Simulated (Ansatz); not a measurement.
A run for Ansatz (a first-principles code): U-CCSD(T)/def2-SVP on H2OPb (SMILES [OH][PbH]), a point of a bond scan (R = 1.060 Å). Elements past Kr take the def2 small-core potentials; no spin–orbit coupling. The run froze 10 orbitals, filled d shells among them.

Ansatz 0.2 input:
```yaml
crystal:
  periodic: [false, false, false]
  atoms:
    - {symbol: Pb, position_ang: [-0.12011852, -0.10155163, 0.14050756]}
    - {symbol: H, position_ang: [-1.48640490, 0.02135024, -1.14319190]}
    - {symbol: O, position_ang: [1.29889476, 0.89352213, -1.05799410]}
    - {symbol: H, position_ang: [0.90957290, 1.18412505, -2.00012302]}
basis:
  gaussian:
    orbitals: def2-SVP
correlation: {method: ccsd_t, electrons: outside_noble_gas}
scf: {omitted_lower_state_checks: [cluster_reference]}
magnetization: {spin_polarized: true, initial_magnetization: 0}
```

### Question
What total energy does the run end on?

### Answer
-268.0542 hartree (reference determinant -267.7635, T1 diagnostic 0.027).
